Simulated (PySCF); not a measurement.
**Spin-rotation constants: `C[C@H]1C[C@@H](C(=O)Br)C1`, C$_{6}$H$_{9}$BrO**

Geometry (Å), atoms numbered from 1 in this order:
```xyz
17

C    -1.9050    0.6381   -0.6449
C    -0.9878    0.1091    0.4404
C    -0.1579   -1.1375    0.0833
C     1.1195   -0.4355    0.5923
C     2.3188   -0.4709   -0.2751
O     3.4220   -0.8018   -0.0138
Br    1.9589    0.1353   -2.1224
C     0.3227    0.8850    0.6657
H    -2.3459    1.5844   -0.3397
H    -1.3509    0.7948   -1.5677
H    -2.7079   -0.0698   -0.8382
H    -1.5453   -0.0255    1.3687
H    -0.1376   -1.3246   -0.9885
H    -0.4079   -2.0591    0.6036
H     1.4302   -0.7920    1.5776
H     0.4186    1.4218    1.6063
H     0.5483    1.5601   -0.1573
```

Computed with GIAO B97-2/pcSseg-1 magnetisability, rotational g tensor and spin-rotation constants, non-relativistic, gas phase in PySCF 2.14.0. Geometry: GFN2-xTB.

The calculation is non-relativistic, which matters for the atoms heavier than Zn.

(1) Give the nuclear spin-rotation constants along the inertial axes (H = +C I·J) beside the isotropic shieldings.

(2) How do the rotational constants and the g tensor change when H9, H10, H11, H12, H13, H14, H15, H16, H17 are replaced by deuterium?

## Answers

(1) Rotational constants 2.1493, 1.0004, 0.7683 GHz. A star marks the isotopologue with that one atom substituted, in its own axes.
| atom | isotope | Caa (kHz) | Cbb (kHz) | Ccc (kHz) | mean (kHz) | σ (ppm) |
| --- | --- | --- | --- | --- | --- | --- |
| Br7 | 79Br | 6.382 | 0.950 | 1.885 | 3.072 | 1734.3 |
| H9 | 1H | -0.158 | -0.104 | -0.016 | -0.093 | 30.6 |
| H10 | 1H | -0.038 | -0.057 | -0.091 | -0.062 | 30.3 |
| H11 | 1H | -0.171 | -0.103 | -0.013 | -0.095 | 30.6 |
| H12 | 1H | 0.027 | -0.080 | -0.086 | -0.046 | 29.5 |
| H13 | 1H | -0.156 | -0.024 | -0.063 | -0.081 | 29.3 |
| H14 | 1H | -0.187 | -0.065 | -0.021 | -0.091 | 29.4 |
| H15 | 1H | -0.221 | 0.049 | -0.092 | -0.088 | 28.6 |
| H16 | 1H | -0.186 | -0.064 | -0.022 | -0.091 | 29.4 |
| H17 | 1H | -0.157 | -0.025 | -0.062 | -0.081 | 29.3 |
| C1 | 13C* | 0.336 | 0.135 | 0.124 | 0.198 | 162.3 |
| C2 | 13C* | 0.389 | 0.151 | 0.105 | 0.215 | 158.9 |
| C3 | 13C* | 0.317 | 0.155 | 0.150 | 0.208 | 152.6 |
| C4 | 13C* | 0.354 | 0.193 | 0.146 | 0.231 | 141.5 |
| C5 | 13C* | 0.812 | 0.494 | 0.263 | 0.523 | -5.6 |
| O6 | 17O* | -1.638 | -0.712 | -0.136 | -0.829 | -277.8 |

For the geometry as given, no vibrational averaging.

(2) Constants 1.8921, 0.8903, 0.6965 GHz; g -0.0200, -0.0100, -0.0063, against -0.0230, -0.0108, -0.0067 before.
